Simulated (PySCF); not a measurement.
**Structure from NMR data**

The spectra below were simulated for a compound C$_{7}$H$_{5}$FO.

¹H NMR (300 MHz, computed): δ 8.55 (m, 2H), 7.98 (m, 1H), 7.85 (m, 2H).

¹³C{¹H} NMR (computed): δ 165.9, 141.6, 139.6, 134.4, 129.7.

[PySCF 2.14: GFN2-xTB geometry; shielding tensors at PBE0/pcSseg-1 (GIAO); rapidly exchanging positions averaged; no solvent model; relativity neglected; a single conformation]

Referencing at the same level of theory: ¹H, ¹³C vs TMS.

Propose a structure and justify it.

Answers


- The formula gives 5 degrees of unsaturation (1 ring in the answer).
- 5 carbon signals for 7 carbons: some carbons are equivalent by symmetry or fast rotation.
- Carbon types of the structure: 2 × C, 5 × CH, which accounts for all hydrogens.
- δC 165.9: carbonyl carbon.
- δC 141.6, 139.6, 134.4: aromatic CH.
- δC 129.7: substituted aromatic carbon.
- δH 8.55, 7.98, 7.85: hydrogen on an aromatic CH.

Structure: benzoyl fluoride (SMILES O=C(F)c1ccccc1).

This is the structure that produced the data.

Splittings by ¹⁹F in the carbon and heteronuclear signals aren't shown, as no couplings were computed. Shifts are as computed. Against solution values, carbons near 30 ppm lie about +3 ppm off and those near 130 ppm about +5 ppm. Of 1211 compounds with measured shifts, 218 miss one by over three times the rms of a fit or turn the order of signals round; such compounds aren't used in these exercises. No couplings were computed; multiplicities are counted from neighbouring protons, with m where these are inequivalent, close in shift, in a saturated or five-membered ring or joined by F or P, and br s for small geminal =CH2 splittings.
